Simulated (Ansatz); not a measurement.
`F/C=N/[SiH](F)Cl` + HCl → `F[SiH](Cl)Cl` + `N=CF` at 400 K and 1 bar (ligand exchange at the Si–N bond).

Gas-phase electronic energies from Ansatz, PBE0-D4/def2-TZVP geometries. CBS: MP2 limit from def2 TZ/QZ plus the TZ coupled-cluster correction, frozen cores. This one scheme is used for every species. Each species was taken in one conformer, which may not be the lowest.

| species | CCSD(T)/CBS energy (Eh) | H − E (kJ/mol) | S (J/(mol·K)) |
| --- | --- | --- | --- |
| `F/C=N/[SiH](F)Cl` | -1042.52662 | 131.2 | 389.5 |
| HCl | -460.38127 | 29.6 | 195.4 |
| `F[SiH](Cl)Cl` | -1309.19911 | 63.5 | 333.9 |
| `N=CF` | -193.72220 | 103.2 | 262.4 |

H − E and S are ideal-gas, rigid-rotor, harmonic terms from PBE0-D4/def2-TZVP, for one conformer and one mirror image of each species. 1 Eh = 2625.50 kJ/mol, R = 8.31446 J/(mol·K).

**Question.** By hand: ΔE, ΔH, ΔS and ΔG.

**Answer.** ΔE = (-1309.19911) + (-193.72220) − (-1042.52662) − (-460.38127) = -0.01342 Eh = -35.2 kJ/mol. Δ(H − E) = 63.5 + 103.2 − 131.2 − 29.6 = 5.9, so ΔH = -29.3 kJ/mol. ΔS = 333.9 + 262.4 − 389.5 − 195.4 = 11.4 J/(mol·K). ΔG = -29.3 − 400 × (11.4)/1000 = -33.9 kJ/mol.

**Question.** By hand: the equilibrium constant, and the temperature at which ΔG would vanish if ΔH and ΔS stayed fixed.

**Answer.** log₁₀ K = −ΔG/(RT ln 10) = 4.4. ΔH and −TΔS have one sign here, so there is no such temperature.

The number of gas molecules stays the same, so ΔS is small and ΔH decides. A doubt of 5 kJ/mol in ΔE shifts log₁₀ K by 0.7 here. Other conformers and mirror images would add mixing entropy, several J/(mol·K) or more a flexible species. These are equilibria of isolated gas molecules and say nothing of rates. Largest T1 diagnostic: 0.013 (customary marks: 0.02 for closed shells, 0.045 for open ones).

ΔS is within the doubt of such terms, so its sign, and with it that verdict, could turn.
